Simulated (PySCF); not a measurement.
A structure optimised at B3LYP-D3(BJ)/def2-TZVPD, used in a PySCF frequency run:

```
F
Rb 1 2.3683
```

**Question.** Write its SMILES, formula and point group.

**Answer.** [F][Rb], FRb, C∞v

**Question.** What are its rotational constants (standard atomic weights)?

**Answer.** 5.7967 GHz (linear rotor, B only)
